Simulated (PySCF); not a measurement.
Adding and removing an electron: GeF

UHF-CCSD(T); basis Ge def2-TZVPPD, F def2-TZVPPD; no relativity; PySCF 2.14. Neutral (UHF): doublet (π ↑), Re = 1.757 Å, ωe = 665 cm⁻¹, De = 5.20 eV.

GeF⁺ (RHF): singlet (closed shell), Re = 1.676 Å, ωe = 812 cm⁻¹, De = 5.70 eV to Ge⁺ + F. The energies at the minima are -2175.33570 hartree for GeF and -2175.06354 for GeF⁺.

**Question.** Work out the adiabatic ionisation energy, without and with harmonic zero-point energies (1 hartree = 27.2114 eV, 1 eV = 8065.5 cm⁻¹), and the change of the bond length.

**Answer.** At CCSD(T): 0.27216 hartree = 7.406 eV between the minima; the zero-point term (812.0 − 665.0)/2 cm⁻¹ = +0.009 eV makes it 7.415 eV. Re changes by -8.1 pm against the neutral. The electron leaves a π orbital, and the shorter bond of the ion fits an antibonding orbital, or a change in how ionic the bond is.

GeF⁻ (UHF): triplet (π ↑↑), Re = 1.866 Å, ωe = 496 cm⁻¹, De = 2.79 eV to Ge + F⁻. The energies at the minima are -2175.33570 hartree for GeF and -2175.36654 for GeF⁻.

**Question.** Work out the adiabatic electron affinity, without and with harmonic zero-point energies (1 hartree = 27.2114 eV, 1 eV = 8065.5 cm⁻¹), and the change of the bond length.

**Answer.** At UHF-CCSD(T): 0.03084 hartree = 0.839 eV between the minima; the zero-point term (665.0 − 496.0)/2 cm⁻¹ = +0.010 eV makes it 0.850 eV. Re changes by +10.9 pm against the neutral. The electron enters a π orbital, and the longer bond of the ion fits an antibonding orbital, or a change in how ionic the bond is.

Correlated steps freeze 10 core orbitals. Spin–orbit coupling is left out. For an ion De counts to the pair picked by the measured ionisation energies or electron affinities, which need not be the lowest pair at this level. Where the molecule has an RHF reference, its open-shell atoms are computed with UHF. States were picked by a PBE0 search and need not be the measured ground states.

Neutral and ion stand on different kinds of reference determinant, which adds to the error of the difference.
